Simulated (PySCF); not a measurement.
Members of one series of related molecules.

All values: CAM-B3LYP/def2-SVPD (PySCF) at PBE0-D3(BJ)/def2-SVP geometries, gas phase, one conformer each. Core orbitals are frozen in the response; Δα² is half the sum of the squared differences of the principal polarisabilities. Atoms past krypton carry effective core potentials. The calculation is non-relativistic apart from the core potentials, for bromine too. Dipoles and anisotropies that the point group forbids are given as zero.

**Question.** Rank by vertical ionisation energy (ΔSCF), lowest first.
A. `[H][Cd][H]`
B. `[NH2][Cd][NH2]`
C. `[SiH3][Cd][SiH3]`
D. `[Br][Cd][Br]`
E. `C=[CH][Cd][CH]=C`
F. `C#[C][Cd][C]#C`

**Answer.** C (8.59 eV), B (9.02 eV), E (9.16 eV), F (10.11 eV), A (10.40 eV), D (10.74 eV).

**Question.** Rank by polarisability anisotropy Δα, highest first.
A. `[SiH3][Cd][SiH3]`
B. `[Br][Cd][Br]`
C. `[CH3][Cd][CH3]`
D. `[NH2][Cd][NH2]`
E. `C=[CH][Cd][CH]=C`
F. `C#[C][Cd][C]#C`

**Answer.** A (10.84 Å³), F (10.32 Å³), B (8.05 Å³), E (7.76 Å³), C (5.27 Å³), D (4.00 Å³).

**Question.** Rank by HOMO energy, lowest first.
A. `[SiH3][Cd][SiH3]`
B. `[Br][Cd][Br]`
C. `C#[C][Cd][C]#C`
D. `[CH3][Cd][CH3]`
E. `C=[CH][Cd][CH]=C`

**Answer.** B (-9.73 eV), C (-9.20 eV), E (-8.44 eV), D (-8.19 eV), A (-7.85 eV).

All values together:

```csv
SMILES,change,formula,μ (D),HOMO (eV),LUMO (eV),α (Å³),Δα (Å³),electrons,α per electron (Å³),ΔSCF removal energy (eV)
[CH3][Cd][CH3],parent,C2H6Cd,0.00,-8.19,0.66,8.81,5.27,66,0.133,–
C#[C][Cd][C]#C,ligand (both): Me to CCH,C4H2Cd,0.00,-9.20,-0.25,10.33,10.32,74,0.140,10.11
[NH2][Cd][NH2],ligand (both): Me to NH2,CdH4N2,1.49,-8.14,0.21,7.21,4.00,66,0.109,9.02
C=[CH][Cd][CH]=C,ligand (both): Me to vinyl,C4H6Cd,0.21,-8.44,0.07,12.05,7.76,78,0.154,9.16
[SiH3][Cd][SiH3],ligand (both): Me to SiH3,CdH6Si2,0.00,-7.85,-0.54,15.45,10.84,82,0.188,8.59
[H][Cd][H],ligand (both): Me to H,CdH2,0.00,-9.14,-0.03,5.07,1.84,50,0.101,10.40
[Br][Cd][Br],ligand (both): Me to Br,CdBr2,0.00,-9.73,-1.53,11.05,8.05,118,0.094,10.74
```

Conformers: `C=[CH][Cd][CH]=C` (singlet state).

A dash marks a removal energy that wasn't run or isn't settled.

**Question.** Give the shifts from the parent, `[CH3][Cd][CH3]`.

**Answer.** 
| SMILES | change in μ (D) | change in HOMO (eV) | change in LUMO (eV) | change in mean α (Å³) |
| --- | --- | --- | --- | --- |
| C#[C][Cd][C]#C | 0.00 | -1.01 | -0.91 | +1.52 |
| [NH2][Cd][NH2] | +1.49 | +0.05 | -0.45 | -1.60 |
| C=[CH][Cd][CH]=C | +0.21 | -0.25 | -0.59 | +3.24 |
| [SiH3][Cd][SiH3] | 0.00 | +0.34 | -1.20 | +6.64 |
| [H][Cd][H] | 0.00 | -0.95 | -0.69 | -3.74 |
| [Br][Cd][Br] | 0.00 | -1.54 | -2.19 | +2.24 |

**Question.** By how much does the ΔSCF value exceed −ε(HOMO) over the species that have both?

**Answer.** By 0.72 to 1.26 eV, 0.92 eV on average, over 6 species.
